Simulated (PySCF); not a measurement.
B(F)2(OEt) (C2H5BF2O), SMILES CCOB(F)F. Atoms are numbered in the order given.

```xyz
11

B      0.6235    -0.0963     0.7184
F     -0.0843    -1.1796     1.0461
F      1.8400     0.0298     1.2300
O      0.1398     0.8519    -0.0982
C     -1.1484     0.7203    -0.6988
C     -1.0945    -0.1877    -1.9147
H     -1.8693     0.3381     0.0431
H     -1.4604     1.7367    -0.9819
H     -0.8154    -1.2121    -1.6226
H     -2.0787    -0.2284    -2.4070
H     -0.3563     0.1848    -2.6414
```

Geometry optimised at ωB97X-D3(BJ)/def2-SVP. The values are those of a single conformer.

Method: HF/pcSseg-1 run with PySCF.

GIAO shieldings, no solvent; atoms listed in one row are averaged. δ = σ(ref) − σ: ¹¹B against BF3 (σ = 102.7 ppm); ¹⁹F against CFCl3 (σ = 238.5 ppm); ¹⁷O against H2O (σ = 333.0 ppm); ¹³C against TMS (σ = 192.6 ppm); ¹H against TMS (σ = 31.99 ppm), references at their B3LYP-D3(BJ)/def2-TZVP geometries, non-relativistic.

Question: Estimate the chemical shifts. (Estimate from the structure and the level; the computed values follow.)

Answer: 
```json
[
 {"nucleus": "¹¹B", "atoms": "B1", "count": "1", "δ (ppm)": "3.4"},
 {"nucleus": "¹⁹F", "atoms": "F3", "count": "1", "δ (ppm)": "-99.5"},
 {"nucleus": "¹⁹F", "atoms": "F2", "count": "1", "δ (ppm)": "-103.3"},
 {"nucleus": "¹⁷O", "atoms": "O4", "count": "1", "δ (ppm)": "73.0"},
 {"nucleus": "¹³C", "atoms": "C5", "count": "1", "δ (ppm)": "58.8"},
 {"nucleus": "¹³C", "atoms": "C6", "count": "1", "δ (ppm)": "21.0"},
 {"nucleus": "¹H", "atoms": "H7", "count": "1", "δ (ppm)": "4.06"},
 {"nucleus": "¹H", "atoms": "H8", "count": "1", "δ (ppm)": "3.96"},
 {"nucleus": "¹H", "atoms": "H9, H10, H11", "count": "3", "δ (ppm)": "1.67"}
]
```
